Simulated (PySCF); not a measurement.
**As (arsenic, neutral) across methods**

[Ar] 3d10 4s2 4p3, high-spin 4S determinant. Computed with PySCF 2.14 in dyall-v3z (23s16p10d1f, 128 functions), with the spin-free X2C one-electron Hamiltonian (Gaussian nucleus).

```csv
method,E (hartree),mean ε 4s α (eV),mean ε 4s β (eV),mean ε 4p α (eV),Σ⟨r²⟩ (bohr²),⟨S²⟩
PBE,-2260.482,-15.193,-12.896,-5.911,40.55,3.751
r2SCANh,-2260.758,-16.740,-13.315,-6.731,40.11,3.751
LDA,-2257.365,-15.321,-13.306,-5.958,40.54,3.750
PBE0,-2260.516,-17.249,-13.894,-7.094,40.31,3.751
r2SCAN,-2260.770,-16.018,-12.912,-6.308,40.13,3.751
MN15,-2262.475,-17.645,-14.480,-7.600,40.41,3.751
UHF,-2259.08767,-22.654,-15.618,-10.043,40.64,3.751
```

(1) Estimate the same row for TPSSh.

## Answers

(1) E (hartree) = -2260.730; mean ε 4s α (eV) = -16.280; mean ε 4s β (eV) = -13.115; mean ε 4p α (eV) = -6.488; Σ⟨r²⟩ (bohr²) = 40.21; ⟨S²⟩ = 3.751.
